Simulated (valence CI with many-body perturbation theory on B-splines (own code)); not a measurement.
The numbers below are computed, except where a source is named.
## Hyperfine factors and g values of Rh12+

Method: valence CI with perturbative core correlation (CI+MBPT): five valence electrons over a frozen Dirac-Fock core [Ar] 3d10, radial functions for each j: 9 s, 9 p, 8 d, 6 f, 3 g, 1 h, with the one-electron correlation potential Σ1 (screened to all orders), the two-electron term Σ2, the three-electron term Σ3, Breit, model QED; selected single and double excitations, second order for the rest, scaled by the run's own slope (own B-spline code, finite nucleus).

No measured levels were compared; by estimate levels hold to about 250 cm⁻¹ or 0.2 % of their energy and the worst to 1 %, as in measured heavy ions of charge 2 to 7; those with d or f electrons hold less well. Among the levels kept, up to 600 cm⁻¹ of a level comes from second order outside the variational space, and about a tenth of that is noise between levels of different J, which matters for small intervals.

A/g_I is the dipole constant over the nuclear g factor μ/I (μ in nuclear magnetons, uniformly magnetised nucleus), B/Q the quadrupole constant per barn. Both hold the static response of the core; the bare values leave it out. Large factors of s and p1/2 electrons are usually good to 5 to 10 %; those of open d and f shells near neutrality can be off by tens of per cent, and small factors of p3/2, d and f electrons come from cancelling terms and can be off by a factor of two or in sign, in half-filled shells by more. B is blank for J = 1/2, where it vanishes, and for nearly pure S terms. Energies count from the lowest level.

Names give the largest LS component (configuration and term), which can be under half, so a name can repeat, a term be missing and a line seem to break the LS rules; names also repeat where a configuration has a term twice. Letters in brackets count levels of one name in rising energy.

| Level | E (cm⁻¹) | g | A/g_I (MHz) | A/g_I bare | B/Q (MHz/b) | B/Q bare |
| --- | --- | --- | --- | --- | --- | --- |
| 4s2 4p3 4S°_3/2 | 0 | 1.764 | 2880 | 2470 | 3370 | 3130 |
| 4s2 4p3 2D°_3/2 | 35900 | 1.121 | 2740 | 2580 | 8210 | 7640 |
| 4s2 4p3 2D°_5/2 | 49184 | 1.200 | 11000 | 10300 | -57.5 | -49.2 |
| 4s2 4p3 2P°_1/2 | 72468 | 0.665 | 32400 | 30600 |  |  |
| 4s2 4p3 2P°_3/2 | 100770 | 1.248 | 5930 | 5530 | -11600 | -10800 |
| 4s 4p4 4P_5/2 | 284020 | 1.572 | 26200 | 24600 | 8220 | 7650 |
| 4s 4p4 4P_3/2 | 308310 | 1.675 | 17500 | 16500 | -8010 | -7450 |
| 4s 4p4 4P_1/2 | 313820 | 2.590 | 64600 | 60700 |  |  |
| 4s 4p4 2D_3/2 | 350020 | 0.910 | -4780 | -4480 | -12100 | -11300 |
| 4s 4p4 2D_5/2 | 359540 | 1.228 | 29900 | 28100 | -18500 | -17200 |
| 4s 4p4 2S_1/2 | 395450 | 1.546 | 45600 | 42900 |  |  |
| 4s 4p4 2P_3/2 | 402240 | 1.276 | 956 | 849 | 5500 | 5110 |
| 4s2 4p2 4d 4F_3/2 | 438890 | 0.548 | 2940 | 2930 | 1180 | 1040 |
| 4s 4p4 2P_1/2 | 439400 | 1.163 | 61500 | 58000 |  |  |
| 4s2 4p2 4d 4F_5/2 | 449610 | 1.122 | 952 | 939 | 4280 | 3900 |
| 4s2 4p2 4d 2F_5/2 | 464880 | 0.951 | 8410 | 7930 | -3790 | -3550 |
| 4s2 4p2 4d 4F_7/2 | 467870 | 1.253 | 1730 | 1610 | 3900 | 3540 |
| 4s2 4p2 4d 4D_1/2 | 471850 | 0.074 | 14200 | 13600 |  |  |
| 4s2 4p2 4d 4D_3/2 | 473610 | 1.091 | 6110 | 5760 | -5230 | -4850 |
| 4s2 4p2 4d 2F_7/2 [a] | 474490 | 1.237 | 4590 | 4310 | 4900 | 4520 |
| 4s2 4p2 4d 4F_9/2 | 481610 | 1.287 | 4970 | 4640 | -2910 | -2800 |
| 4s2 4p2 4d 4D_5/2 | 487060 | 1.198 | 5140 | 4850 | -4390 | -4100 |
| 4s2 4p2 4d 2P_3/2 [a] | 502940 | 1.266 | -3180 | -3010 | 368 | 318 |
| 4s2 4p2 4d 2G_7/2 [a] | 509170 | 1.160 | 4870 | 4580 | 7480 | 6920 |
| 4s2 4p2 4d 2G_7/2 [b] | 521770 | 1.053 | 4570 | 4320 | 10000 | 9230 |
| 4s2 4p2 4d 4P_5/2 | 524450 | 1.517 | 1440 | 1300 | 1.27 | 3.64 |
| 4s2 4p2 4d 2P_1/2 [a] | 528720 | 1.558 | 18400 | 17400 |  |  |
| 4s2 4p2 4d 4P_3/2 | 529050 | 1.431 | 3220 | 3000 | -2030 | -1880 |
| 4s2 4p2 4d 2G_9/2 | 530930 | 1.157 | 4010 | 3790 | 17300 | 16000 |
| 4s2 4p2 4d 2D_3/2 [a] | 540100 | 1.021 | 5300 | 5010 | 4110 | 3800 |
| 4s2 4p2 4d 4P_1/2 | 541240 | 1.603 | -2680 | -2820 |  |  |
| 4s2 4p2 4d 2D_5/2 [a] | 555470 | 1.192 | 4310 | 4050 | 733 | 656 |
| 4s2 4p2 4d 2D_3/2 [b] | 564840 | 0.942 | 5010 | 4710 | -2480 | -2290 |
| 4s2 4p2 4d 2P_1/2 [b] | 568650 | 0.925 | -7770 | -7230 |  |  |
| 4s2 4p2 4d 2D_5/2 [b] | 573170 | 1.126 | 1340 | 1300 | 8960 | 8270 |
| 4s2 4p2 4d 2D_5/2 [c] | 577500 | 1.107 | 4140 | 3940 | 6880 | 6370 |
| 4s2 4p2 4d 2S_1/2 | 591980 | 1.876 | 17600 | 16700 |  |  |
| 4s2 4p2 4d 2F_7/2 [b] | 592660 | 1.136 | 5190 | 4880 | -2160 | -2040 |
| 4s2 4p2 4d 2P_3/2 [b] | 593810 | 1.266 | 2410 | 2290 | -3440 | -3180 |
| 4s2 4p2 4d 2D_3/2 [c] | 617590 | 0.835 | 3250 | 3160 | 3600 | 3320 |

Q: Take the isotope of mass number 103, with I = 1/2, μ = -0.08829 μN. What is the hyperfine structure of 4s2 4p3 4S°_3/2?

A: From the table A = -509 MHz. Shifts from the centre of gravity in MHz: F = 1: 636, F = 2: -382.
